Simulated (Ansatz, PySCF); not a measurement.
This PySCF input computes a PBE/def2-TZVPD energy:

```python
from pyscf import gto, scf, dft

mol = gto.M(
    atom='''
    Ge    0.00055146   -0.00516327    0.54068547
    Cl    1.17608187    1.39339809   -0.49682065
    Cl   -1.17711991   -1.38367900   -0.52094022
    ''',
    basis='def2-tzvpd',
    charge=1,
    spin=1,
    verbose=4,
)

mf = dft.UKS(mol, xc='pbe').density_fit(auxbasis='def2-universal-jkfit')
mf.grids.level = 3
mf.conv_tol = 1e-9
mf.max_cycle = 100
mf.max_memory = 1500
mf.kernel()
if not mf.converged:
    mf = mf.newton()
    mf.kernel(mf.make_rdm1())
for _ in range(2):
    mo, _, stable, _ = mf.stability(return_status=True)
    if stable:
        break
    mf.kernel(mf.make_rdm1(mo, mf.mo_occ))
mf.analyze()
```

Task: Write an input for the same energy in Ansatz (a program for electronic structure) and say what it gives.

Result: 
Ansatz 0.2 input:
```yaml
crystal:
  periodic: [false, false, false]
  atoms:
    - {symbol: Ge, position_ang: [0.00055146, -0.00516327, 0.54068547]}
    - {symbol: Cl, position_ang: [1.17608187, 1.39339809, -0.49682065]}
    - {symbol: Cl, position_ang: [-1.17711991, -1.38367900, -0.52094022]}
basis:
  gaussian:
    orbitals: def2-TZVPD
hamiltonian:
  xc: {name: PBE}
total_charge: 1
magnetization: {spin_polarized: true, initial_magnetization: 1}
output: {forces: true}
```
It gives -2996.47592 Eh, and PySCF -2996.47596 Eh, a difference of 0.04 mEh, from the treatment of integrals and grids.
